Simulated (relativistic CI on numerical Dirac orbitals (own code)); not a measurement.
# How well does a small relativistic CI reproduce Fe⁷⁺?

Method of calculation: Dirac-Coulomb-Breit CI, KLI orbitals optimised for each configuration, model QED (radiative potential, 1s self-energy scaled to tabulated hydrogen-like ionisation energies), unscaled Slater integrals (own radial code, finite nucleus).

Configuration list (outside the closed core [Ne]): 3s²3p⁶3d, 3s²3p⁵3d², 3s²3p⁶4s, 3s3p⁶3d², 3s²3p⁶4p, 3s²3p⁶4d, 3s²3p⁶4f, 3s²3p⁶5s, 3s²3p⁶5p, 3s²3p⁵3d4s, 3s²3p⁶5d, 3s²3p⁶5f, 3s²3p⁶5g, 3s²3p⁶6s, 3s²3p⁵3d4p, 3s²3p⁶6p, 3s²3p⁶6d, 3s²3p⁶7s, 3s²3p⁶7p, 3s²3p⁵3d4d, 3s3p⁶3d4s, 3s3p⁶4s², 3s²3p⁵3d4f, 3s²3p⁵3d5s, 3p⁶3d³, 3p⁵3d⁴. Double excitations out of closed p, d and f shells are left out; levels of such configurations are missing from the list, as are those of other unlisted configurations, and high levels can miss mixing partners. These lack a partner that the ground configuration has and come out too high: 3s²3p⁵3d4s, 3s²3p⁵3d4p, 3s²3p⁵3d4d, 3s²3p⁵3d4f, 3s²3p⁵3d5s.

```
Configuration  Term (tabulated)    J  Measured (cm⁻¹)  Computed  Error  Purity (%)
     3s²3p⁶3d                2D  3/2              0.0         0      0         100
     3s²3p⁶3d                2D  5/2           1836.0      1776    -60         100
     3s²3p⁶4p               2P°  1/2         510277.0    509085  -1192          96
     3s²3p⁶4p               2P°  3/2         515550.0    511745  -3805          83
   3s²3p⁵3d4s               4F°  7/2         847145.0    846814   -331          95
   3s²3p⁵3d4s               2F°  7/2         855100.0    855883    783          97
   3s²3p⁵3d4s               2F°  5/2         860615.0    861811   1196          90
   3s²3p⁵3d4s               4D°  7/2         874711.0    878156   3445          82
   3s²3p⁵3d4s               2F°  7/2         887325.0    890941   3616          81
```

Measured levels from Corliss and Sugar, J. Phys. Chem. Ref. Data 11, 135 (1982); pairs were made by configuration, J and term (by order where the table uses no LS term), so strongly mixed levels may be paired wrongly. Some J values or terms of the table were assigned by a fit.

Mean error by configuration (cm⁻¹): 3s²3p⁶3d -60; 3s²3p⁶4p -2498; 3s²3p⁵3d4s 1742. Over the excited levels the mean absolute error is 1803 cm⁻¹ (8 of the 18 excited levels that our extract of the source holds in range could be paired, and the others can miss by more), and the median relative error of those above 1,000 cm⁻¹ is 0.31 %.
